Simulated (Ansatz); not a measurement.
Reaction (ligand exchange at the In–C bond): `C[CH2][InH2]` + `O[SiH3]` → `[SiH3][O][InH2]` + `CC`

Gas-phase electronic energies from Ansatz, PBE0-D4/def2-TZVP geometries. CCSD(T)/CBS is the MP2 limit (def2-TZVPP, def2-QZVPP) plus CCSD(T) − MP2 in def2-TZVPP, frozen cores. This one scheme is used for every species. DFT in def2-TZVPP. B3LYP here is the variant with VWN-RPA as its local correlation; programs differ in this. Elements past krypton have def2 core potentials. For In outer-core shells are correlated without core-valence functions, which leaves a few kJ/mol of doubt a bond.

```csv
level,ΔE (kJ/mol)
r2SCAN-D4,-100.7
B3LYP-D4,-100.1
revPBE,-92.8
B3LYP,-100.8
r2SCANh,-99.4
RPA@PBE/def2-TZVPP,-95.4
MP2/def2-SVP,-111.2
CCSD(T)/def2-SVP,-109.3
```

What does CCSD(T)/CBS give? (Best estimate.)

Ansatz gave: -98.5 kJ/mol. The listed levels differ from it by -2.2, -1.6, 5.7, -2.3, -0.9, 3.1, -12.7, -10.8 kJ/mol.

Largest T1 diagnostic among the species: 0.015.

At CCSD(T), def2-SVP lies −10.8 kJ/mol from the extrapolated value and def2-TZVPP +2.9 kJ/mol. In def2-TZVPP, CCSD(T) changes the Hartree–Fock value by +14.8 kJ/mol (the triples alone add +0.6 kJ/mol) and MP2 by +16.0 kJ/mol.
